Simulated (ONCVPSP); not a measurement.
**PBE ONCV dataset for Cr, scalar-relativistic all-electron reference.**

The input file (ONCVPSP 4.0.1):

```
# ATOM AND REFERENCE CONFIGURATION
# atsym  z   nc   nv     iexc    psfile
  Cr 24.00    4    2        4      upf
#
#   n    l    f
    1    0    2.00
    2    0    2.00
    2    1    6.00
    3    0    2.00
    3    1    6.00
    3    2    4.00
#
# PSEUDOPOTENTIAL AND OPTIMIZATION
# lmax
    2
#
#   l,   rc,      ep,       ncon, nbas, qcut
    0    1.65    0.02    4    8    5.00
    1    0.85    0.00    5    9    9.80
    2    2.05    0.00    4    8    8.80
#
# LOCAL POTENTIAL
# lloc, lpopt,  rc(5),   dvloc0
    4    5    0.60    0.00
#
# VANDERBILT-KLEINMAN-BYLANDER PROJECTORs
# l, nproj, debl
    0    2    1.70
    1    2    2.90
    2    1    3.50
#
# MODEL CORE CHARGE
# icmod, fcfact, rcfact
    3    4.75    1.55
#
# LOG DERIVATIVE ANALYSIS
# epsh1, epsh2, depsh
   -4.00    5.00    0.02
#
# OUTPUT GRID
# rlmax, drl
    6.00    0.01
#
# TEST CONFIGURATIONS
# ncnf
    4
# nvcnf
#   n    l    f
    3
    3    1    6.00
    3    2    5.00
    4    0    1.00
#
    2
    3    1    6.00
    3    2    5.00
#
    2
    3    1    6.00
    3    2    3.00
#
    3
    3    1    6.00
    3    2    5.00
    4    0    0.50
#
```

Command:

```bash
oncvpsp.x < Cr.dat > Cr.out
```

Resulting log (shortened: citation, most of the input echo, consistency checks and plot data are left out):

```
ONCVPSP  (Optimized Norm-Conservinng Vanderbilt PSeudopotential)
scalar-relativistic version 4.0.1

#   n    l    f        energy (Ha)
    1    0    2.00    -2.1690515E+02
    2    0    2.00    -2.5306478E+01
    2    1    6.00    -2.1393918E+01
    3    0    2.00    -3.4965809E+00
    3    1    6.00    -2.4423691E+00
    3    2    4.00    -8.3993251E-01

Reference configufation results
  iterations    23
  all-electron total energy (Ha)   -1.04968441D+03

Begin loop to  construct optimized pseudo wave functions
and semi-local pseudopoentials for all angular momenta

WARNING wellstate: moderately localized bound state found for n= 4 l=  0
WARNING scattering state with energy  0.05000000
WARNING will be used for the first projector

   Wellstate for l =  0  n =  5
     eigenvalue =   0.0500
     asymptotic potential =   0.5500
     half-point radius =  4.3962

   Wellstate for l =  0  n =  6
     eigenvalue =   1.7500
     asymptotic potential =   2.2500
     half-point radius =  3.6253

Calculating optimized projector #   1

 for l=   0

    Fraction of norm inside rc  0.068071
    Optimizing pswf for qcut=   4.99 a_B^-1,  ecut=  12.44 Ha

optimize: ERROR ps0norm > uunorm, code will stop
```

The run stopped because the continuity conditions at rc already need more norm inside rc than the all-electron wave has, so norm conservation cannot be met.

The run took about 0.29 s on one core of a shared server CPU.
